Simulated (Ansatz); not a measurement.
`[InH2][BH][TeH]` + CH₃SH → `C[S][InH2]` + `B[TeH]` at 500 K and 1 bar (cleavage of the In–B bond).

Program: Ansatz. Geometries: PBE0-D4/def2-TZVP. ΔE: electronic, gas phase. CCSD(T)/CBS is the MP2 limit (def2-TZVPP, def2-QZVPP) plus CCSD(T) − MP2 in def2-TZVPP, frozen cores. This one scheme is used for every species. def2 core potentials past Kr. For In, Te outer-core shells are correlated without core-valence functions, which leaves a few kJ/mol of doubt a bond.

| species | CCSD(T)/CBS energy (Eh) | H − E (kJ/mol) | S (J/(mol·K)) |
| --- | --- | --- | --- |
| `[InH2][BH][TeH]` | -484.70285 | 121.1 | 406.2 |
| CH₃SH | -438.22835 | 145.1 | 283.7 |
| `C[S][InH2]` | -628.65181 | 171.9 | 388.4 |
| `B[TeH]` | -294.31292 | 95.9 | 299.8 |

H − E and S are ideal-gas, rigid-rotor, harmonic terms from PBE0-D4/def2-TZVP. 1 Eh = 2625.50 kJ/mol, R = 8.31446 J/(mol·K).

Q: By hand: ΔE, ΔH, ΔS and ΔG.

A: ΔE = (-628.65181) + (-294.31292) − (-484.70285) − (-438.22835) = -0.03353 Eh = -88.0 kJ/mol. Δ(H − E) = 171.9 + 95.9 − 121.1 − 145.1 = 1.6, so ΔH = -86.4 kJ/mol. ΔS = 388.4 + 299.8 − 406.2 − 283.7 = -1.7 J/(mol·K). ΔG = -86.4 − 500 × (-1.7)/1000 = -85.6 kJ/mol.

Q: By hand: the equilibrium constant, and the temperature at which ΔG would vanish if ΔH and ΔS stayed fixed.

A: log₁₀ K = −ΔG/(RT ln 10) = 8.9. ΔG = 0 at ΔH/ΔS = 50824 K, far beyond where these terms or the molecules hold.

The number of gas molecules stays the same, so ΔS is small and ΔH decides. A doubt of 5 kJ/mol in ΔE shifts log₁₀ K by 0.5 here. Modes under 60 cm⁻¹, often nearly free rotors, make the harmonic entropy too high. These are equilibria of isolated gas molecules and say nothing of rates. Largest T1 diagnostic: 0.016 (customary marks: 0.02 for closed shells, 0.045 for open ones).
